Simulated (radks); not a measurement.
Spherical quantum dot in the effective-mass picture: electrons in a hard-walled sphere of radius 5.55, all in effective atomic units (hartree* = m*/eps^2 hartree, bohr* = eps/m* bohr), one dielectric constant everywhere. Method: non-relativistic Kohn-Sham, LDA (Slater exchange, Perdew-Wang correlation), spin-polarised, spherical densities; computed with a radial shooting solver with Libxc functionals. Levels are named by radial order and angular momentum (1s, 1p, 1d, 2s, ...), and open shells are averaged over m.

N = 23, configuration 1s2 1p6 1d10 1f(up 5, down 0). This is the lowest configuration that the search found. Occupied and some empty levels:

| level | occupation | eigenvalue (hartree*) | <r> (bohr*) |
|---|---|---|---|
| 1s up | 1 | 5.2277 | 3.957 |
| 1s down | 1 | 5.2629 | 3.936 |
| 1p up | 3 | 5.3005 | 4.040 |
| 1p down | 3 | 5.3369 | 4.028 |
| 1d up | 5 | 5.4340 | 4.126 |
| 1d down | 5 | 5.4715 | 4.119 |
| 1f up | 5 | 5.6218 | 4.205 |
| 1f down | 0 | 5.6601 | 4.201 |
| 1g up | 0 | 5.8597 | 4.275 |
| 1g down | 0 | 5.8986 | 4.273 |
| 2s up | 0 | 5.9056 | 2.489 |
| 2s down | 0 | 5.9170 | 2.480 |
| 2p up | 0 | 6.1623 | 2.918 |
| 2p down | 0 | 6.1785 | 2.908 |
| 2d up | 0 | 6.4783 | 3.187 |
| 2d down | 0 | 6.4981 | 3.178 |

Energy (hartree*): total 67.3739, kinetic 14.684, external 0, Hartree 59.854, exchange-correlation -7.1640.

Electron density:

| r (bohr*) | n(r) (e/bohr*^3) |
|---|---|
| 0.304 | 0.0006327 |
| 0.580 | 0.0007952 |
| 0.856 | 0.001112 |
| 1.13 | 0.001667 |
| 1.41 | 0.002593 |
| 1.68 | 0.004093 |
| 1.96 | 0.006438 |
| 2.23 | 0.009970 |
| 2.51 | 0.01507 |
| 2.79 | 0.02201 |
| 3.06 | 0.03095 |
| 3.34 | 0.04141 |
| 3.61 | 0.05208 |
| 3.89 | 0.06049 |
| 4.17 | 0.06329 |
| 4.44 | 0.05749 |
| 4.72 | 0.04265 |
| 4.99 | 0.02292 |
| 5.27 | 0.006331 |
| 5.54 | 0.00001550 |
